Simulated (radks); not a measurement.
Values are calculated unless marked as measured or tabulated.
Species: Ir3+. Configuration: [Xe] 4f14 5d5.5 6s0.5 (fractional occupations, a model configuration).

Code: a radial shooting solver on a logarithmic mesh with Libxc functionals. Model: Dirac Kohn-Sham, PBEsol, spin-unpolarised, spherical densities, finite nucleus; open shells fill j = l - 1/2 first; Fermi nuclear charge, rms radius 5.4032 fm.

Energy parts (eV):
part                       energy
total                  -485650.85
kinetic                 553074.60
electron-nucleus      -1216300.72
Hartree                 186900.89
exchange-correlation     -9325.63

Orbitals (lengths in bohr, moments of r in powers of bohr; <r^-3> diverges for s and p1/2; r(90%) holds 90 % of the orbital's charge):
| orbital | occ. | eigenvalue (eV) | r(90%) | <r^-3> |
|---|---|---|---|---|
| 1s1/2 | 2 | -75989.21 | 0.0318 | - |
| 2s1/2 | 2 | -13311.92 | 0.114 | - |
| 2p1/2 | 2 | -12758.03 | 0.100 | - |
| 2p3/2 | 4 | -11131.46 | 0.111 | 18740 |
| 3s1/2 | 2 | -3138.634 | 0.280 | - |
| 3p1/2 | 2 | -2889.478 | 0.271 | - |
| 3p3/2 | 4 | -2533.370 | 0.292 | 4310 |
| 3d3/2 | 4 | -2115.547 | 0.265 | 750.0 |
| 3d5/2 | 6 | -2038.558 | 0.271 | 628.5 |
| 4s1/2 | 2 | -695.3377 | 0.608 | - |
| 4p1/2 | 2 | -590.0794 | 0.621 | - |
| 4p3/2 | 4 | -505.7581 | 0.669 | 1022 |
| 4d3/2 | 4 | -332.7971 | 0.706 | 158.1 |
| 4d5/2 | 6 | -317.1417 | 0.723 | 129.5 |
| 4f5/2 | 6 | -97.0687 | 0.861 | 25.76 |
| 4f7/2 | 8 | -93.9452 | 0.874 | 24.51 |
| 5s1/2 | 2 | -130.7510 | 1.40 | - |
| 5p1/2 | 2 | -97.4691 | 1.53 | - |
| 5p3/2 | 4 | -83.6149 | 1.67 | 165.4 |
| 5d3/2 | 4 | -38.9079 | 2.28 | 15.38 |
| 5d5/2 | 1.5 | -37.4226 | 2.34 | 12.35 |
| 6s1/2 | 0.5 | -32.0310 | 3.38 | - |

The highest occupied level is 6s1/2 at -32.031 eV. The density falls to 0.001 e/bohr^3 at r = 3.51 bohr. The electron density at the nucleus is 1.818e+06 e/bohr^3.
